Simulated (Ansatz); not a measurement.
`OBCS[SiH3]`, charge 0, multiplicity 1.

Q: Give a relaxed structure at PBE0-D4/def2-TZVP (Ansatz 0.2.0). (Best estimate.)

A: Computed: 
Z-matrix (Å, degrees):
```
C
B 1 1.570
S 1 1.828 2 108.3
H 1 1.092 2 111.6 3 -121.9
H 1 1.096 2 109.2 3 118.1
O 2 1.351 1 118.2 3 131.5
H 2 1.202 1 121.4 3 -49.0
Si 3 2.124 1 98.7 2 -177.5
H 6 0.960 2 113.4 1 179.2
H 8 1.488 3 111.1 1 60.1
H 8 1.484 3 106.8 1 -179.8
H 8 1.488 3 110.8 1 -59.9
```
This is one stationary point; other conformers may exist.
